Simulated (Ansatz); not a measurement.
Isolated molecules relaxed with PBE0-D4/def2-TZVP in Ansatz; ΔE leaves out vibrations. CBS: MP2 limit from def2 TZ/QZ plus the TZ coupled-cluster correction, frozen cores. DFT in def2-TZVPP. B3LYP here is the variant with VWN-RPA as its local correlation; programs differ in this. For Ge outer-core shells are correlated without core-valence functions, which leaves a few kJ/mol of doubt a bond. Scalar relativity is left out up to krypton. One conformer a species, not always the lowest.

`S[SiH2][GeH3]` + `[SiH3][GeH2][SiH2][GeH2][GeH3]` → `[GeH3][SiH2][GeH2][SiH2][GeH2][GeH3]` + `[SiH3]S`  (redistribution)

`S[SiH2][GeH3]`:

Z-matrix (Å, degrees):
```
Si
Ge 1 2.378
S 1 2.143 2 110.9
H 1 1.485 2 111.1 3 115.5
H 1 1.488 2 110.3 3 -123.9
H 2 1.539 1 111.4 3 176.3
H 2 1.539 1 109.3 3 56.7
H 2 1.536 1 110.3 3 -62.5
H 3 1.344 1 94.8 2 -55.2
```

`[SiH3][GeH2][SiH2][GeH2][GeH3]`:

Cartesian coordinates in Å:
```
Si -0.344 2.637 -0.229
Ge 0.230 0.917 -1.770
Si -1.015 -1.053 -1.282
Ge -0.819 -1.498 1.047
Ge 1.512 -1.422 1.706
H 0.420 3.882 -0.503
H -1.798 2.932 -0.324
H -0.041 2.180 1.153
H 1.732 0.600 -1.638
H -0.026 1.385 -3.215
H -2.442 -0.851 -1.656
H -0.484 -2.209 -2.056
H -1.417 -2.871 1.407
H -1.593 -0.425 1.836
H 2.321 -2.456 0.903
H 1.676 -1.723 3.204
H 2.089 -0.026 1.418
```

`[GeH3][SiH2][GeH2][SiH2][GeH2][GeH3]`:

Z-matrix (Å, degrees):
```
Ge
Si 1 2.380
H 1 1.538 2 111.3
H 1 1.539 2 110.3 3 -120.1
H 1 1.538 2 110.2 3 120.2
Ge 2 2.384 1 112.5 3 -65.8
H 2 1.490 1 108.1 3 173.1
H 2 1.489 1 109.5 3 55.8
Si 6 2.380 2 110.9 1 84.0
H 6 1.541 2 109.6 1 -154.5
H 6 1.541 2 109.3 1 -36.9
Ge 9 2.378 6 109.5 2 -51.4
H 9 1.489 6 109.0 2 69.5
H 9 1.489 6 110.1 2 -171.7
Ge 12 2.425 9 109.7 6 -54.8
H 12 1.540 9 111.2 6 -176.1
H 12 1.540 9 109.1 6 65.2
H 15 1.538 12 109.6 9 -71.4
H 15 1.537 12 111.4 9 168.1
H 15 1.538 12 110.1 9 47.5
```

`[SiH3]S`:

Z-matrix (Å, degrees):
```
Si
S 1 2.137
H 1 1.485 2 111.6
H 1 1.485 2 111.6 3 -122.0
H 1 1.482 2 104.8 3 119.0
H 2 1.344 1 94.7 3 60.9
```

Q: Is it downhill or uphill in electronic energy at CCSD(T)/CBS, and by how much? (Estimate.)

A: Ansatz gave: Downhill: ΔE = -8.8 kJ/mol.

Q: What do these levels give: r2SCANh-D4, B3LYP, BHLYP, CAM-B3LYP, CCSD/def2-TZVPP, HF/CBS(def2)? (Estimate.)

A: Computed: r2SCANh-D4 -6.9, B3LYP -0.1, BHLYP -1.9, CAM-B3LYP -1.7, CCSD/def2-TZVPP -9.3, HF/CBS(def2) 0.4 kJ/mol.

Largest T1 diagnostic among the species: 0.012.

Leaving LDA and LC-ωPBE aside and taking each functional with its dispersion term where it has one, the values, not all of them listed here, spread over 4.6 kJ/mol, from BHLYP-D4 to B2PLYP. LDA lies −4.8 kJ/mol from PBE without D4. In def2-TZVPP, CCSD(T) changes the Hartree–Fock value by −10.1 kJ/mol (the triples alone add −1.5 kJ/mol) and MP2 by −11.4 kJ/mol. From BLYP to BHLYP (50 % exact exchange), in def2-TZVPP and without D4, ΔE moves by −3.7 kJ/mol.
